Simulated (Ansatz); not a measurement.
Cost and result up the ladder for TaO₂ (3 atoms). The state is a doublet with charge 0. Geometry: PBE0-D4/def2-TZVP.

```xyz
3

Ta    0.422   -0.459   -0.973
O    -0.856    0.298    0.174
O     0.434    0.161    0.799
```

Ansatz on 4 threads of Arm Neoverse V1 on a shared host. Times are rough, and most runs start from the orbitals of an earlier one. CAM-B3LYP-D4/def2-TZVP serves as the yardstick here, not as an exact answer. Binding counts from free atoms at the same level (Ta quartet, O triplet; other spins of the atoms weren't run), without zero-point energy or a counterpoise term.

In the def2 sets Ta takes a core potential; there is no spin–orbit coupling. The structure holds 1 bond(s) between oxygen atoms. No other spin state of charge 0 was run. Another isomer (doublet) lies 5.18 eV lower at PBE0-D4/def2-TZVP; other spin states weren't run for this one.

Run but left out: r2SCAN-D4/def2-TZVP, CCSD(T)/def2-TZVPP (⟨S²⟩ 1.25 to 1.48, where a pure state has 0.75).

```
                         level  functions  wall time  binding energy per atom (eV)  difference from CAM-B3LYP-D4/def2-TZVP (eV)                        remarks
             BLYP-D4/def2-TZVP        102      1.5 s                          3.49                                         0.32                              –
             PBE0-D4/def2-TZVP        102      2.7 s                          3.19                                         0.02  spin-contaminated (⟨S²⟩ 1.01)
PBE-D4/def2-TZVP (with forces)        102      3.1 s                          3.67                                         0.50  spin-contaminated (⟨S²⟩ 0.84)
        CAM-B3LYP-D4/def2-TZVP        102      4.3 s                          3.17                                         0.00                              –
```
